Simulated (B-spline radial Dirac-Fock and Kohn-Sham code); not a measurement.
## Photoionisation of iridium ions at Cr Kα (5414.7 eV)

These are calculated numbers from a radial finite-basis atomic code; the model is Dirac-Hartree-Slater photoionisation with all multipoles and Dirac-Fock thresholds. Cross sections in kb; a dash marks an empty subshell or a threshold above the photon energy.

```
 ion  configuration  total  3d3/2  3d5/2    4s     5s  5d3/2
Ir³⁺  [Xe] 4f14 5d6  160.8   28.7   38.9  3.38  0.681  0.313
Ir⁴⁺  [Xe] 4f14 5d5  160.9   28.7   38.9  3.38  0.685  0.283
Ir⁶⁺  [Xe] 4f14 5d3  160.8   28.7   38.9  3.38  0.705  0.197
```
